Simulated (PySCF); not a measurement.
**Correlation energy of Cu⁺ (copper, charge +1)**

[Ar] 3d10, closed-shell 1S. Calculation: PySCF 2.14, in x2c-TZVPPall (6s5p4d2f1g, 64 functions); scalar relativity by spin-free X2C-1e. Frozen: [Ar]; 10 electrons correlated.

| level | correlation energy (mhartree) |
| --- | --- |
| CCSD | -395.03 |
| (T) | -13.22 |
| CCSD(T) | -408.25 |

Diagnostics: T1 = 0.013, D1 = 0.0184, largest double amplitude 0.022.

Is a single reference adequate?

Yes: T1 lies below 0.03 and no double amplitude reaches 0.07.
